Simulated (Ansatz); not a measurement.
CH₄O₂Si (`C1O[SiH2]O1`), 8 atoms. The species carries charge 0 and has multiplicity 1. All runs use 2 threads of an Arm Neoverse V2 on a shared host. Correlated methods freeze the cores.

Task: How many basis functions does each run have, and how long does it take in Ansatz? RHF-CCSD(T)/def2-SVP energy; RKS PBE0-D4/def2-SVP energy; RKS ωB97M-V/def2-QZVPP energy; RHF-CCSD(T)/def2-TZVPP energy; RKS PBE0-D4/def2-TZVP frequencies; RKS B2PLYP (frozen core)/def2-TZVPP energy; RKS BLYP-D4/def2-TZVPP energy; direct RPA on PBE orbitals/def2-TZVPP energy; RKS CAM-B3LYP-D4/def2-TZVPP energy; RKS PBE0-D4/def2-TZVP relaxation (5 steps); RHF-MP2/def2-QZVPP energy; RKS PBE0-D4/def2-QZVPP energy. (Best estimate.)

Result: Computed: Other jobs shared the machine, so times are rough.

```csv
level,job,functions,wall time,peak host memory (GiB)
RKS PBE0-D4/def2-SVP,energy,80,0.75 s,0.36
RHF-CCSD(T)/def2-SVP,energy,80,1.1 s,0.36
RKS BLYP-D4/def2-TZVPP,energy,191,1.7 s,0.2
RKS CAM-B3LYP-D4/def2-TZVPP,energy,191,2.6 s,0.46
direct RPA on PBE orbitals/def2-TZVPP,energy,191,3.4 s,0.39
RKS B2PLYP (frozen core)/def2-TZVPP,energy,191,3.7 s,0.4
RKS PBE0-D4/def2-QZVPP,energy,361,5.5 s,0.9
RHF-MP2/def2-QZVPP,energy,361,13 s,1.6
RKS ωB97M-V/def2-QZVPP,energy,361,14 s,1.1
RKS PBE0-D4/def2-TZVP,relaxation (5 steps),154,14 s,0.29
RHF-CCSD(T)/def2-TZVPP,energy,191,17 s,1.5
RKS PBE0-D4/def2-TZVP,frequencies,154,49 s,0.36
```
